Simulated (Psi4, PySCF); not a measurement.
Input for Psi4:
```
memory 2 GB

molecule {
0 4
  P     0.00000000    0.00000000    0.00000000
}

set basis 6-311g**
set reference uhf
set freeze_core true
set mp2_type conv
set scf_type pk
set puream true
set d_convergence 1e-8

energy('ccsd(t)')
print_variables()
```

Problem. Convert this to an input for PySCF.

Solution. Several could match; the one computed here: 
```python
from pyscf import gto, scf, cc

mol = gto.Mole()
mol.atom = '''
    P     0.00000000    0.00000000    0.00000000
'''
mol.basis = '6-311g**'
mol.spin = 3
mol.verbose = 4
mol.build()

mf = scf.UHF(mol)
mf.kernel()

mycc = cc.CCSD(mf, frozen=5)
mycc.kernel()
et = mycc.ccsd_t()
print('E(CCSD(T)) = %.10f' % (mycc.e_tot + et))
```

Both were run: Psi4 gave -340.784128 Eh and PySCF -340.784128 Eh, 0.000 mEh apart.
